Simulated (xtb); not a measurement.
dysprosium atom (Dy), quintet (GFN-xTB shapes and energies of metal compounds can be far from the true ones) (GFN-xTB holds the 4f electrons in the core, so unpaired electrons go into valence orbitals and the state isn't the physical one). Base run: xtb with GFN0-xTB.

xtb was given this input:
```
$ xtb mol.xyz --gfn 0 --uhf 4 --json

# file mol.xyz
1

Dy     0.00000000     0.00000000     0.00000000
```

Variants of this job, named by their change:

| change | ΔE vs base (mEh) |
|---|---|
| base | 0.000 |
| etemp = 1000 | -7.460 |
| acc = 0.1 | 0.000 |
| acc = 1000 | 0.000 |
